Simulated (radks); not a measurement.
Values are calculated unless marked as measured or tabulated.
All-electron atom: In38+ in [Ne] 3s1.

Code: a radial shooting solver on a logarithmic mesh with Libxc functionals. Model: Dirac Kohn-Sham, LB94 model potential, spin-unpolarised, spherical densities, finite nucleus; Fermi nuclear charge, rms radius 4.6156 fm.

Energy parts (eV):
| part | energy |
|---|---|
| kinetic | 133278.843 |
| electron-nucleus | -271058.905 |
| Hartree | 14621.982 |
(The LB94 potential has no energy functional, so no total or exchange-correlation energy is given.)

Orbitals (lengths in bohr, moments of r in powers of bohr; r(90%) holds 90 % of the orbital's charge):
1s1/2: occ. 2; eigenvalue (eV) -30273.25; <r^2> 0.001188; <1/r> 51.93; r(90%) 0.0532; <r^4> 3.673e-06
2s1/2: occ. 2; eigenvalue (eV) -6453.322; <r^2> 0.01863; <1/r> 12.22; r(90%) 0.194; <r^4> 0.0005876
2p1/2: occ. 2; eigenvalue (eV) -6206.052; <r^2> 0.01378; <1/r> 12.19; r(90%) 0.173; <r^4> 0.0003737
2p3/2: occ. 4; eigenvalue (eV) -5985.018; <r^2> 0.01498; <1/r> 11.39; r(90%) 0.180; <r^4> 0.0004326
3s1/2: occ. 1; eigenvalue (eV) -2637.792; <r^2> 0.1037; <1/r> 5.030; r(90%) 0.438; <r^4> 0.01567

The highest occupied level is 3s1/2 at -2637.8 eV. The electron density at the nucleus is 1.737e+05 e/bohr^3.
